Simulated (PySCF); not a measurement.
BiH2Cl, SMILES [Cl][BiH2]. Atoms are numbered in the order given.

```xyz
4

Bi    -0.4054     0.0315     0.0000
H     -0.5489    -1.2331    -1.2624
H     -0.5489    -1.2331     1.2624
Cl     2.0438    -0.0085     0.0000
```

The structure is a stationary point at PBE0-D3(BJ)/def2-TZVP. The def2 effective core potentials stand for the cores of Bi; spin–orbit coupling is left out.

Calculation: B3LYP/def2-TZVPD (PySCF).

Symmetry labels are those of the subgroup Cs that the program uses (full group Cs).

Computed valence orbital energies around the gap with their symmetry:
```
orbital  symmetry  energy (eV)
-------  --------  -----------
HOMO−7         A'       -29.52
HOMO−6         A'       -21.64
HOMO−5         A'       -16.98
HOMO−4         A'        -9.86
HOMO−3         A"        -9.68
HOMO−2         A'        -8.95
HOMO−1         A"        -8.19
HOMO           A'        -7.67
LUMO           A'        -2.17
LUMO+1         A'        -0.84
LUMO+2         A"        -0.83
LUMO+3         A'         0.98
```
